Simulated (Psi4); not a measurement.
Cl$_{6}$Pt (SMILES [Cl][Pt-2]([Cl])([Cl])([Cl])([Cl])[Cl]), charge -2, singlet, at a GFN2-xTB geometry (such geometries of metal compounds can be far from the true shape) (core potentials on Pt) (a gas-phase anion, which may not be bound at this level). Base run: PBE/def2-SV(P) run with Psi4.

The Psi4 input:
```
memory 2 GB

molecule mol {
-2 1
  Pt   -0.000000    0.000000    0.000000
  Cl    2.079927    0.862497   -0.735908
  Cl    0.743768    0.122523    2.245742
  Cl   -0.743768   -0.122523   -2.245742
  Cl   -2.079927   -0.862497    0.735908
  Cl   -0.855728    2.202872    0.163225
  Cl    0.855728   -2.202872   -0.163225
}

set basis def2-sv(p)
set reference rks

energy('pbe')
print_variables()
```

Variants of this job, named by their change:

| change | ΔE vs base (mEh) | SCF cycles | grid points | basis functions |
|---|---|---|---|---|
| base | 0.000 | 9 | 148716 | 133 |
| dft_radial_points = 50 | 0.539 | 9 | 100825 | 133 |
| df_basis_scf = def2-universal-jkfit | 0.000 | 9 | 148716 | 133 |
| level_shift = 0.3 | 0.000 | 8 | 148716 | 133 |
| dft_radial_scheme = mura | 0.012 | 9 | 152212 | 133 |
| guess = sadno | 0.000 | 11 | 148716 | 133 |
| dft_nuclear_scheme = becke | 0.007 | 9 | 148470 | 133 |
| scf_initial_accelerator = none | 0.000 | 9 | 148716 | 133 |
| diis_max_vecs = 3 | 0.000 | 12 | 148716 | 133 |
| dft_spherical_points = 974 | -0.010 | 9 | 477774 | 133 |
| ints_tolerance = 1e-8 | 0.000 | 9 | 148716 | 133 |
| dft_radial_points = 35 | -7.247 | 9 | 70804 | 133 |
| scf_type = cd | -0.597 | 9 | 148716 | 133 |

A gas-phase anion may not be bound at this level; its values then depend on the basis.
